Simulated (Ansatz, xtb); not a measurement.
## Relative energy of two structures of BBeLiSi

Structure a is a singlet given by its coordinates and structure b is a singlet given by its coordinates. Both are isolated molecules in the gas phase, relaxed with B3LYP-D4/def2-TZVP.

a (Å):

```yaml
atoms:
  - { symbol: B, position_ang: [-0.9237, -1.1654, -1.9618] }
  - { symbol: Be, position_ang: [0.2320, 0.0137, -2.3694] }
  - { symbol: Li, position_ang: [-2.4723, 0.0021, -2.8198] }
  - { symbol: Si, position_ang: [0.6884, -1.8260, -1.3571] }
```

Close contacts (Å): B1–Be2 1.70, B1–Li3 2.12, B1–Si4 1.84, Be2–Li3 2.74, Be2–Si4 2.15.

b (Å):

```yaml
atoms:
  - { symbol: B, position_ang: [0.9059, -0.3800, 0.7539] }
  - { symbol: Be, position_ang: [-0.4662, -0.7790, -0.1733] }
  - { symbol: Li, position_ang: [1.1119, 1.2379, -0.6027] }
  - { symbol: Si, position_ang: [-0.5010, 0.5164, 1.5687] }
```

Close contacts (Å): B1–Be2 1.70, B1–Li3 2.12, B1–Si4 1.86, Be2–Li3 2.60, Be2–Si4 2.17, Li3–Si4 2.80.

Energies in hartree; the thermal terms are from B3LYP-D4/def2-TZVP harmonic frequencies (ideal gas, rigid rotor, one conformer each, 298.15 K, 1 atm) and include the zero-point energy:

```
                                a           b
E, CCSD(T)/def2-TZVPP  −335.939222  −335.942537
    zero-point energy     0.006689     0.006924
         H(298 K) − E     0.012511     0.012444
         G(298 K) − E    −0.020902    −0.019699
```

Question: Work out ΔE, ΔE₀, ΔH and ΔG for a → b in kJ/mol (1 Eh = 2625.50 kJ/mol) and the equilibrium ratio [b]/[a].

Answer: 1. ΔE = −335.942537 − (−335.939222) = −0.003315 Eh = −8.70 kJ/mol.
2. ΔE₀ = ΔE + ΔZPE = −0.003315 + (+0.000235) Eh = −8.09 kJ/mol.
3. ΔH = ΔE + (−0.000067) Eh = −8.88 kJ/mol.
4. ΔG = ΔE + (+0.001203) Eh = −5.55 kJ/mol, so ΔS = (ΔH − ΔG)/T = −11.2 J/(mol K).
5. kT = 0.9442 mEh, so K = [b]/[a] = exp(−ΔG/kT) = exp(+2.24) ≈ 9.4.

Structure b is favoured at this temperature. An error of 4 kJ/mol in ΔG would change K by a factor of 5. Large T1 diagnostics make the coupled-cluster value less sure. Mirror images and further conformers aren't counted.

Other levels gave ΔE = −6.3 (B3LYP-D4/def2-TZVP); −7.9 (HF/def2-TZVPP); −6.8 (MP2/def2-TZVPP) kJ/mol. The correlated steps freeze 6 core orbitals; the last core shell of Be and Li is correlated, in a basis made for valence electrons. Programs: Ansatz 0.2.0.
